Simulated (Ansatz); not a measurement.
Conformers of `CO[SiH](Br)OC`, each relaxed with PBE0-D4/def2-TZVP in Ansatz. CBS adds the triple-zeta coupled-cluster correction to the MP2 limit.

Outer-core shells of Br are correlated without core-valence functions. Scalar relativity is left out up to krypton. Spin–orbit coupling is left out.

Not all of them had a frequency check.

Conformer A:

```xyz
13

C     1.080    1.222    1.739
O     1.105    1.312    0.328
Si   -0.001    0.648   -0.649
Br    0.721    0.918   -2.720
O    -0.139   -0.929   -0.281
C    -1.004   -1.837   -0.928
H     1.148    0.182    2.067
H     0.166    1.666    2.150
H     1.938    1.774    2.123
H    -1.321    1.311   -0.551
H    -0.677   -2.022   -1.955
H    -2.035   -1.467   -0.946
H    -0.981   -2.777   -0.375
```

Conformer B:

```xyz
13

C     0.276   -1.735   -1.982
O    -0.291   -0.646   -1.287
Si    0.089   -0.189    0.216
Br    2.276    0.217    0.375
O    -0.755    1.161    0.489
C    -0.674    1.960    1.650
H     0.129   -2.676   -1.441
H     1.347   -1.582   -2.144
H    -0.221   -1.807   -2.950
H    -0.191   -1.244    1.216
H     0.326    2.389    1.761
H    -1.397    2.769    1.549
H    -0.915    1.384    2.550
```

(1) Which is lowest in electronic energy at CCSD(T)/CBS (frozen core, def2 sets), and by how much? (Best estimate.)

(2) Give the energies relative to B (kJ/mol) with B3LYP-D4/def2-TZVPP, PBE/def2-TZVPP, PBE0/def2-TZVPP, HF/def2-TZVPP, CCSD(T)/def2-TZVPP, HF/CBS(def2), CCSD/CBS(def2). (Estimate.)

Results:

(1) Computed: B; A lies 2.5 kJ/mol higher.

(2) The calculation gave: 
| level | A |
| --- | --- |
| B3LYP-D4/def2-TZVPP | 2.7 |
| PBE/def2-TZVPP | 2.5 |
| PBE0/def2-TZVPP | 2.4 |
| HF/def2-TZVPP | 1.3 |
| CCSD(T)/def2-TZVPP | 1.8 |
| HF/CBS(def2) | 1.4 |
| CCSD/CBS(def2) | 2.3 |

B3LYP here is the variant with VWN-RPA as its local correlation; programs differ in this.
